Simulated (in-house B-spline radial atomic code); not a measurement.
Results of a calculation; reference values are marked as such.
## Softness against transferability: the 5p channel of I

I, [Kr] 4d10 5s2 5p5, non-relativistic PBE, spherical and spin-unpolarised, from an all-electron radial atomic-structure program (B-spline basis) (atomic units). The all-electron 5p level is ε = -0.262616 hartree, its outermost node lies just inside 0.98 bohr and its outer maximum at 2.06 bohr.

Troullier-Martins pseudo-orbitals are made for several radii. The cutoffs (hartree) are the plane-wave energies beyond which the orbital holds less than the named kinetic energy per electron. The phase error is the difference, pseudo minus all-electron, of arctan(R P'/P) at R = 3.19 bohr for all radii, half a hartree below and above the level.

```csv
r_c (bohr),V_l(0) (hartree),cutoff for 10 mEh,for 1 mEh,for 0.1 mEh,phase error at ε − 0.5 (mrad),at ε + 0.5 (mrad)
1.55,-11.60,18.7,24.5,62.7,-0.9,-7.3
1.79,-1.43,4.03,14.2,28.3,-0.5,-3.0
2.06,0.65,4.87,8.32,17.3,-0.4,-2.3
2.33,0.11,4.03,7.68,15.7,-0.5,-3.1
2.6,-0.51,2.16,6.48,12.5,-1.0,-5.5
2.89,-0.94,2.08,5.12,7.37,-2.0,-10.1
```

**Question.** Which radius needs the lowest cutoff for 0.1 mEh while both phase errors stay within 5.6 mrad?

**Answer.** The radii within that limit are 1.79, 2.06, 2.33, 2.6 bohr; of these r_c = 2.6 needs the least, 12.5 hartree, that is 25 Ry or 340 eV.

**Question.** What does the larger radius buy, and what does it cost?

**Answer.** From r_c = 1.55 to 2.89 bohr the cutoff for 1 mEh goes from 24.5 to 5.12 hartree, a factor of 4.79, against 3.48 for a pure 1/r_c² scaling, end to end; step by step it is 24.5, 14.2, 8.32, 7.68, 6.48, 5.12, and for 0.1 mEh 62.7, 28.3, 17.3, 15.7, 12.5, 7.37; the number of plane waves goes as the cutoff to the power 3/2, here a factor of 10.5. The larger of the two phase errors is least at r_c = 2.06 bohr, 2.3 mrad; it is 7.3 at the smallest radius and 10.1 at the largest. These errors test the reference atom alone. The smallest radius lies well inside the outer maximum, where the nodeless form must bend sharply to keep the norm, so it is both harder and scatters less well than the next. Large radii also let the cores of neighbours overlap, which an atom doesn't show.
